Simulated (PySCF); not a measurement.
# Electron correlation in Ag²⁺ (silver, charge +2)

[Kr] 4d9, 2D determinant. All numbers are calculated (PySCF 2.14, scalar relativity by spin-free X2C-1e, in x2c-TZVPPall with one added diffuse shell each of s, p, d, f type (9s7p7d3f1g, 95 functions)). Frozen: [Ar] 3d10; 17 electrons correlated.

| level | correlation energy (mhartree) |
| --- | --- |
| CCSD | -546.09 |
| (T) | -11.72 |
| CCSD(T) | -557.81 |

Diagnostics: T1 = 0.0040, D1 = 0.0086, largest double amplitude 0.021.

Problem. Is a single reference adequate?

Solution. Yes, within this model without spin-orbit coupling: T1 lies below 0.03 and no double amplitude reaches 0.07.

This basis was not built for core-valence correlation, so the inner-shell part is incomplete.
